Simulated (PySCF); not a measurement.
Zn(OH)(OSiH3) (H4O2SiZn), SMILES [SiH3][O][Zn][OH]. Geometry optimised at PBE0-D3(BJ)/def2-SVP. The structure was generated by enumeration; whether it is a known compound was not checked. One conformer was computed; it need not be the lowest.

### Question
Give the equilibrium geometry at PBE0-D3(BJ)/def2-SVP (PySCF confirms it by a frequency run) as Cartesian coordinates in Å. (An estimate is asked for; the answer gives what the named calculation found.)

### Answer
This is not unique; one that fits is 
```xyz
8

Zn     0.4106     0.1358     0.7200
O      0.8328     0.7565     2.3148
H      1.6579     1.2510     2.3458
O     -0.0553    -0.5929    -0.8139
Si    -1.1260    -0.4008    -2.0426
H     -2.5464    -0.5287    -1.5750
H     -0.8880    -1.4404    -3.0897
H     -0.9976     0.9472    -2.6917
```
